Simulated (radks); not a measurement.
Question: Isoelectronic series with 50 electrons, all held in the configuration [Kr] 4d10 5s2 5p2, which need not be the ground one along the series. Calculated with a radial shooting solver on a logarithmic mesh with Libxc functionals: scalar-relativistic Kohn-Sham, PBE, spin-polarised, spherical densities, point nucleus; open shells are filled with parallel spins first (spin-orbit coupling, left out, can overturn this in heavy ions). Total energies (hartree) and orbital eigenvalues (eV):

ion    E (hartree)      5p up    5s down      5s up    4d down
Sn     -6177.22580    -4.1569    -9.7779   -10.9711   -25.5878
Sb+    -6481.17410   -12.6245   -19.7550   -21.2345   -41.7770
Te2+   -6793.49851   -23.0570   -31.7253   -33.4330   -60.7528
I3+    -7114.21751   -35.1484   -45.3776   -47.2838   -82.1297
Xe4+   -7443.36044   -48.7501   -60.5677   -62.6544  -105.7184
Cs5+    -7780.9633   -63.7737   -77.2126   -79.4674  -131.4049
Ba6+    -8127.0668   -80.1613   -95.2591   -97.6732  -159.1128
La7+    -8481.7157   -97.8720  -114.6714  -117.2380  -188.7883
Ce8+    -8844.9582  -116.8762  -135.4243  -138.1381  -220.3909
Pr9+    -9216.8454  -137.1515  -157.4998  -160.3566  -253.8901
Pm11+   -9986.7724  -181.4505  -205.5713  -208.7042  -326.4860
Sm12+  -10384.9283  -205.4504  -231.5523  -234.8194  -365.5481
Eu13+  -10791.9610  -230.6722  -258.8244  -262.2235  -406.4349
Gd14+  -11207.9351  -257.1094  -287.3857  -290.9149  -449.1360
Tb15+  -11632.9178  -284.7569  -317.2360  -320.8938  -493.6427
Dy16+  -12066.9792  -313.6110  -348.3763  -352.1611  -539.9478
Ho17+  -12510.1920  -343.6687  -380.8088  -384.7194  -588.0453
Er18+  -12962.6316  -374.9280  -414.5367  -418.5719  -637.9301
Tm19+  -13424.3767  -407.3876  -449.5641  -453.7229  -689.5982
Yb20+  -13895.5086  -441.0466  -485.8960  -490.1775  -743.0460
Lu21+  -14376.1119  -475.9050  -523.5382  -527.9414  -798.2709
Hf22+  -14866.2744  -511.9629  -562.4972  -567.0212  -855.2705

Estimate the row of Nd10+.

Answer: E (hartree) -9597.4312; 5p up -158.6807; 5s down -180.8851; 5s up -183.8815; 4d down -289.2615.
